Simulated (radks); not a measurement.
Results of a calculation; reference values are marked as such.
Question: Species: the iridium ion Ir4+. Configuration: [Xe] 4f14 5d5. Code: a radial shooting solver on a logarithmic mesh with Libxc functionals. Model: scalar-relativistic Kohn-Sham, r2SCAN, spin-polarised, spherical densities, finite nucleus; open shells are filled with parallel spins first (spin-orbit coupling, left out, can overturn this in heavy ions); meta-GGA in the generalised Kohn-Sham scheme; Fermi nuclear charge, rms radius 5.4032 fm. Some entries of the table are withheld. Estimate them.

orbital,occ.,eigenvalue (eV),<r> (bohr),<r^2> (bohr^2)
1s down,1,-76246.04,0.01744,0.0004197
1s up,1,-76246.02,0.01744,0.0004197
2s up,1,-13405.04,0.07360,0.006417
2s down,1,-13404.45,0.07360,0.006417
2p up,3,-11650.70,0.06624,0.005365
2p down,3,-11650.25,0.06624,0.005365
3s up,1,-3182.063,0.1903,0.04141
3s down,1,-3182.002,0.1903,0.04140
3p up,3,-2666.759,0.1912,0.04239
3p down,3,-2666.651,0.1912,0.04239
3d up,5,-2098.184,0.1733,0.03518
3d down,5,-2097.846,0.1733,0.03518
4s up,1,-722.3060,0.4232,0.2021
4s down,1,-721.8537,0.4234,0.2022
4p up,3,-552.5206,0.4502,0.2303
4p down,3,-552.1336,0.4503,0.2304
4d up,5,-342.8788,0.4783,0.2647
4d down,5,-342.4109,0.4782,0.2643
5s up,1,-148.2322,0.9799,(1)
5s down,1,-144.7784,0.9695,(2)
4f up,7,(3),0.5357,0.3517
4f down,7,(4),0.5317,0.3449
5p up,3,-104.2015,1.122,(5)
5p down,3,-99.6816,1.106,(6)
5d up,5,-52.6014,1.467,2.459
5d down,0,-46.6972,1.460,2.452

Answer: 
(1) 5s up <r^2> (bohr^2): 1.076
(2) 5s down <r^2> (bohr^2): 1.053
(3) 4f up eigenvalue (eV): -110.3524
(4) 4f down eigenvalue (eV): -109.5748
(5) 5p up <r^2> (bohr^2): 1.417
(6) 5p down <r^2> (bohr^2): 1.379
